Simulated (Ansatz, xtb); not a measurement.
System: sum formula YOBr, net charge 0, singlet state. 
Structure (B3LYP-D3(BJ)/def2-TZVP (Ansatz, a quantum-chemistry and plane-wave program) minimum search):
```
Y
O 1 1.8091
Br 1 2.6836 2 119.43
```

Harmonic wavenumbers from GFN2-xTB (xtb, at its own minimum), cm⁻¹: 134, 196, 559.

### Question
Give the harmonic wavenumbers at B3LYP-D3(BJ)/def2-TZVP (Ansatz, finite differences of forces, unscaled).

### Answer
112, 238, 858 cm⁻¹. Zero-point energy 1.7 kcal/mol.

### Question
From these and the geometry, give the ideal-gas thermochemistry at 298.15 K and 1 atm (rigid rotor, harmonic oscillator).

### Answer
Point group Cs, rotational symmetry number 1. Rotational constants 17.39, 1.335, 1.24 GHz. S(trans) 41.55, S(rot) 26.81, S(vib) 5.22, S(elec, spin only) 0.00, S 73.6 cal/(mol K). H(298) - H(0) 3.17 kcal/mol; G - E(el) -17.0 kcal/mol.
